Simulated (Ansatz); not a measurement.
**Isomers**

Structures of AlBSiNH₅, closed shell, relaxed at PBE0-D4/def2-TZVP (vibrations not checked; lower isomers may exist, and structures with a doubtful reference or unclear bonds are left out). Computed with Ansatz 0.2.0 (basis: def2-TZVPP); correlated methods freeze the cores. B3LYP uses VWN-RPA correlation.

Problem. Rank them by CCSD(T) energy, lowest first, and give each one's height above the lowest. Links in brackets join atoms within 1.22 times the sum of their covalent radii (1.1 for two metals). (To be estimated.)
A.
AlBSiNH₅ ([BH2]1[AlH]2[NH][SiH]12)
```
9
angstrom
B 0.0854 1.0318 -1.2314
Si 0.4668 1.3409 0.6342
N 0.1510 -0.1799 1.2958
Al -0.7632 -0.6532 -0.2466
H -0.3387 1.8367 -2.0039
H 1.0636 0.3831 -1.5809
H 0.6695 2.4026 1.6764
H -1.7043 -1.9306 -0.2653
H 0.3423 -0.5374 2.2178
```
B.
AlBSiNH₅ ([BH][N][AlH][SiH3])
```
9
angstrom
B -1.1338 1.7435 -1.1203
N -0.3499 0.8080 -0.8392
Al 0.7316 -0.5202 -0.3844
Si 0.4411 -1.4814 1.8524
H -1.8669 2.6197 -1.3856
H 1.3790 -2.6059 2.1319
H 1.8139 -1.0055 -1.4361
H -0.9457 -2.0013 2.0328
H 0.6581 -0.4478 2.9064
```
C.
AlBSiNH₅ ([BH2][SiH][N][AlH2])
```
9
angstrom
B 0.5031 1.7315 -1.3397
Si 0.4344 0.9726 0.5058
N -0.1108 -0.5005 0.6848
Al -0.7287 -2.1373 0.7588
H -0.4401 2.2995 -1.8032
H 1.4537 1.5512 -2.0403
H 0.8954 1.8154 1.6501
H -2.2874 -2.3754 0.9402
H 0.2804 -3.3570 0.6435
```
D.
AlBSiNH₅ ([BH]1[NH][SiH2][AlH]1)
```
9
angstrom
B -0.1074 0.7747 -1.2234
N -0.7293 0.7000 0.0364
Al 1.2945 -0.8029 -0.8688
Si -0.0792 -0.5481 1.1458
H -1.4934 1.3227 0.2773
H -0.4588 1.5715 -2.0469
H 2.4955 -1.6918 -1.4117
H -1.1813 -1.4725 1.5555
H 0.3721 0.1010 2.4155
```

Solution. The calculation gives: B (0.000 eV), D (0.680 eV), A (0.830 eV), C (2.075 eV). Heights count from the lowest.

Problem. Do PBE-D4, r2SCAN-D4, PBE0-D4, B3LYP-D4, wB97M-V, HF, MP2 give the same order? (A judgement: the text doesn't fix the answer.)

Solution. Computed: Lowest first: PBE-D4 B < A < D < C; r2SCAN-D4 B < A < D < C. The others agree with CCSD(T).

T1 diagnostic: at most 0.019.

For scale, one of the runs: CCSD(T)/def2-TZVPP, 216 basis functions, launched by `ansatz run in.yaml --threads 2 --pin off --events-out ev --progress --plain --max-ram 4352MiB`. Hardware: 2 CPU threads of an Arm Neoverse V2, shared host. Wall time 53 s; peak host memory 2.9 GiB.
